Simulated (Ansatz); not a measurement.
`[F][Ge]([F])([SiH3])[Cl]`, relaxed with RKS PBE0-D4/def2-TZVP in the Gaussian-basis code of Ansatz from a PBE-D4/def2-SVP geometry. The force threshold is 0.005 eV/Å; the program also tests the step.

Total charge 0; spin multiplicity 1.

Start:

```xyz
8

F     1.346   -0.416   -1.958
Ge    0.293   -0.843   -0.626
F     1.170   -2.093    0.227
Si   -0.250    1.025    0.768
Cl   -1.455   -1.782   -1.488
H    -0.978    2.005   -0.101
H     1.014    1.609    1.326
H    -1.141    0.496    1.852
```

| step | energy (eV) | largest force (eV/Å) | largest move (Å) |
| --- | --- | --- | --- |
| 1 | -82388.1322 | 0.693 | 0.000 |
| 2 | -82388.1665 | 0.456 | 0.045 |
| 3 | -82388.1716 | 0.257 | 0.045 |
| 4 | -82388.1748 | 0.103 | 0.016 |
| 5 | -82388.1752 | 0.025 | 0.008 |
| 6 | -82388.1754 | 0.014 | 0.009 |
| 7 | -82388.1754 | 0.008 | 0.007 |
| 8 | -82388.1754 | 0.001 | 0.002 |

End:

```xyz
8

F     1.319   -0.407   -1.923
Ge    0.270   -0.838   -0.623
F     1.145   -2.059    0.223
Si   -0.257    1.023    0.767
Cl   -1.404   -1.811   -1.508
H    -0.965    2.008   -0.081
H     1.017    1.567    1.292
H    -1.126    0.517    1.854
```

Hardware: 4 threads of a server CPU on a shared host. Wall time 28 s, peak host memory 0.67 GiB.
